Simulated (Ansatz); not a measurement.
`C[CH](F)[AlH2]` → `F[CH2][AlH2]` + `[CH2]` (triplet) at 400 K and 1 bar (formal loss of a carbene).

Gas-phase electronic energies from Ansatz, PBE0-D4/def2-TZVP geometries. CCSD(T)/CBS is the MP2 limit (def2-TZVPP, def2-QZVPP) plus CCSD(T) − MP2 in def2-TZVPP, frozen cores. This one scheme is used for every species. Triplets are unrestricted, without spin–orbit coupling.

```
          species  CCSD(T)/CBS energy (Eh)  H − E (kJ/mol)  S (J/(mol·K))
 `C[CH](F)[AlH2]`               -421.48707           213.4          359.9
   `F[CH2][AlH2]`               -382.22364           133.0          315.9
`[CH2]` (triplet)                -39.09499            59.0          205.7
```

H − E and S are ideal-gas, rigid-rotor, harmonic terms from PBE0-D4/def2-TZVP, for one conformer and one mirror image of each species, with the whole ground term of open shells counted as degenerate. 1 Eh = 2625.50 kJ/mol, R = 8.31446 J/(mol·K).

By hand: ΔE, ΔH, ΔS and ΔG.

ΔE = (-382.22364) + (-39.09499) − (-421.48707) = 0.16844 Eh = 442.2 kJ/mol. Δ(H − E) = 133.0 + 59.0 − 213.4 = -21.4, so ΔH = 420.8 kJ/mol. ΔS = 315.9 + 205.7 − 359.9 = 161.7 J/(mol·K). ΔG = 420.8 − 400 × (161.7)/1000 = 356.1 kJ/mol.

By hand: the equilibrium constant, and the temperature at which ΔG would vanish if ΔH and ΔS stayed fixed.

log₁₀ K = −ΔG/(RT ln 10) = -46.5. ΔG = 0 at ΔH/ΔS = 2602 K, far beyond where these terms or the molecules hold.

The number of gas molecules changes by +1, which sets the sign of ΔS. A doubt of 5 kJ/mol in ΔE shifts log₁₀ K by 0.7 here. Other conformers and mirror images would add mixing entropy, several J/(mol·K) or more a flexible species. A triplet takes part, so the spin changes. These are equilibria of isolated gas molecules and say nothing of rates. Largest T1 diagnostic: 0.011 (customary marks: 0.02 for closed shells, 0.045 for open ones).
